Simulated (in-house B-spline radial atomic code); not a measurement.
A radial electron density 4πr²n(r) was computed for an atom or ion in its tabulated ground configuration with an all-electron radial atomic-structure program (B-spline basis); method: non-relativistic Hartree-Fock, average of configuration. Columns: r (bohr), 4πr²n(r) (electrons per bohr), bar.

```
 0.00256   0.8642 #
 0.00304    1.189 ##
 0.00361    1.627 ##
 0.00428    2.209 ###
 0.00508    2.986 ####
 0.00603    4.004 #####
 0.00716    5.324 #######
  0.0085    6.999 #########
  0.0101    9.095 ############
   0.012    11.64 ###############
  0.0142    14.54 ###################
  0.0169    17.91 #######################
  0.0201    21.49 ############################
  0.0238    24.92 ################################
  0.0283    28.01 ####################################
  0.0336    30.21 #######################################
  0.0399    31.16 ########################################
  0.0473    30.66 ########################################
  0.0562    28.82 #####################################
  0.0667     26.3 ##################################
  0.0792    24.12 ###############################
   0.094    23.42 ##############################
   0.112    24.96 ################################
   0.133    28.37 #####################################
   0.157    32.01 #########################################
   0.187    33.94 ############################################
   0.222    32.12 ##########################################
   0.263    26.48 ##################################
   0.313    18.58 ########################
   0.371    11.66 ###############
   0.441    7.565 ##########
   0.523    6.336 ########
   0.621    6.097 ########
   0.738    5.164 #######
   0.876    3.363 ####
    1.04    1.584 ##
    1.23   0.5307 #
    1.47   0.1065 
    1.74   0.0143 
    2.07 0.001013 
    2.45 4.014e-05
```

(1) Which atom or ion is it?
A. Fe13+
B. Fe12+
C. Mn13+
D. Co13+

Results:

(1) A. The area under the curve, ∫4πr²n dr = ∫r·4πr²n d(ln r) on this logarithmic grid, is 13 electrons, which only this option has. The configuration is [Ne] 3s2 3p1.
